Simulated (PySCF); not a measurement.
CH$_{3}$AlF$_{2}$, charge +1, doublet, at a GFN2-xTB geometry (such geometries of metal compounds can be far from the true shape) (a state made from the parent by changing its charge; the spin is typed, not shown lowest), atoms displaced at random by about 0.08 Å a coordinate. Base run: TPSS/6-31G, gradient (PySCF).

PySCF was given this input:
```python
from pyscf import gto, scf, dft

mol = gto.M(
    atom='''
Al    0.082895    0.119644   -0.100159
C    -1.569701   -1.073600   -0.108243
H    -1.099161   -1.867992   -0.777135
H    -2.252684   -0.485444   -0.437094
H    -1.633935   -1.404304    1.017991
F    -0.311203    1.811976   -0.497975
F     1.378186   -0.540956    0.708641
''',
    basis='6-31g',
    charge=1,
    spin=1,
    verbose=4,
)

mf = dft.UKS(mol)
mf.xc = 'tpss'
mf.kernel()
g = mf.nuc_grad_method()
grad = g.kernel()
```

The coordinate followed is y of atom 5.

Variants of this job, named by their change:

| change | dE/dx (Eh/bohr) | net force (Eh/bohr) |
|---|---|---|
| base | -0.012881 | 0.000227 |
| grid_response = on | -0.012881 | 0.000000 |
| density fitting = on; auxbasis_response = off | -0.012872 | 0.000529 |
| conv_tol = 1e-6 | -0.012887 | 0.000227 |
| grids.level = 0; grid_response = on | -0.013866 | 0.000000 |
| grids.level = 1; grid_response = on | -0.012872 | 0.000000 |
| conv_tol = 1e-11 | -0.012881 | 0.000227 |
| density fitting = on | -0.012886 | 0.000227 |
| finite difference step (bohr) = 0.05; conv_tol = 1e-11 | -0.012894 | - |
| finite difference step (bohr) = 1e-3; conv_tol = 1e-11 | -0.012881 | - |
| grids.level = 0; grid_response = off | -0.013183 | 0.011572 |
| finite difference step (bohr) = 0.2; conv_tol = 1e-11 | -0.013086 | - |

The net force is zero for an exact gradient.

Open shells are given as the SCF converged; they aren't shown to be the lowest states, and a large step between rows can be another state.
